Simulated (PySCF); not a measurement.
Working out the ionisation energy of Cl²⁺

Cl²⁺ [Ne] 3s2 3p3 (4S) → Cl³⁺ [Ne] 3s2 3p2 (3P). All numbers are calculated (PySCF 2.14, scalar relativity by spin-free X2C-1e, in x2c-QZVPPall (9s6p4d2f1g, 70 functions)). Frozen: 1s2. Energies in hartree (1 hartree = 27.21139 eV):

```tsv
part	Cl²⁺ (lower)	Cl³⁺ (upper)
UHF	-459.642038	-458.210468
CCSD correlation	-0.300883	-0.277545
(T)	-0.005543	-0.004041
```

Question: What does Hartree-Fock give?

Answer: (-458.210468) − (-459.642038) = 1.431570 hartree = 38.955 eV.

Question: What do CCSD and CCSD(T) give?

Answer: The CCSD correlation energies differ by 0.023338 hartree = 0.635 eV and the triples by 0.001502 hartree = 0.041 eV, so CCSD gives 39.590 eV and CCSD(T) 39.631 eV.

A first-order spin-orbit estimate adds -0.102 eV to CCSD(T) (valence and next inner shell), giving 39.529 eV against 39.8 ± 0.11 eV (semi-empirical (NIST evaluation); NIST Atomic Spectra Database, ionization energies).

What remains against the reference includes basis incompleteness, the frozen core and higher excitations.
